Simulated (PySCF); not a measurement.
C3S2.

```xyz
5

S      0.0000     0.0000    -2.8402
C      0.0000     0.0000    -1.2831
C      0.0000     0.0000     0.0000
C      0.0000     0.0000     1.2831
S      0.0000     0.0000     2.8402
```

Geometry optimised at PBE0-D3(BJ)/def2-SVP.

Computed with PBE0/pcSseg-1 in PySCF. Non-relativistic, no solvent.

Question: Give the absolute GIAO shielding of each atom: isotropic value and principal components (ppm). (The exact figures need the calculation; the answer reports its results.)

Answer: 
```tsv
atom	σ(iso)	σ11	σ22	σ33	span
S1	599.8	369.0	369.0	1061.5	692.5
C2	43.3	-80.1	-80.1	290.0	370.1
C3	122.0	37.0	37.0	292.1	255.0
C4	43.3	-80.1	-80.1	290.0	370.1
S5	599.8	369.0	369.0	1061.5	692.5
```
